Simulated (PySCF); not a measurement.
An unknown shows these calculated signals:

¹H NMR (600 MHz, computed): δ 6.63 (m, 2H), 6.61 (m, 2H), 5.02 (s, 1H), 2.42 (br s, 2H).

¹³C{¹H} NMR (computed): δ 123.0 (CH), 117.4 (CH).

No solvent model, no relativistic terms, one computed conformer, averaged over atoms made equivalent by symmetry, fast rotation or ring inversion. Shieldings: GIAO PBE0/pcSseg-1; geometry from GFN2-xTB; PySCF 2.14.0 with density-fitted response routines.

Referencing at the same level of theory: ¹H (σ = 31.72 ppm), ¹³C (σ = 186.93 ppm) vs TMS.

Task: Which of these does the molecule contain: a Si–H bond, an amide, an OH group, a heteroaromatic ring, a methoxy group, a CF3 group?

Result: 
- A Si–H bond: yes (δH 5.02 (s)).
- An amide: no.
- An OH group: yes (δH 2.42 (br s)).
- A heteroaromatic ring: yes.
- A methoxy group: no.
- A CF3 group: no.

The data belong to `n1([SiH](O)O)cccc1`, C4H7NO2Si; they needn't prove each group on their own.

Carbon signals by region: 2 in the sp2 and nitrile region (100–160 ppm).

Exchangeable OH/NH protons stand at their gas-phase positions; hydrogen bonding in a real sample shifts them, mostly to higher δ. Shifts are as computed. Against solution values, carbons near 30 ppm lie about +3 ppm off and those near 130 ppm about +5 ppm. Of 1211 compounds with measured shifts, 218 miss one by over three times the rms of a fit or turn the order of signals round; such compounds aren't used in these exercises. Multiplicities follow the n + 1 count of equivalent neighbours, as no J values were calculated; m marks all less simple cases, F and P coupling included.
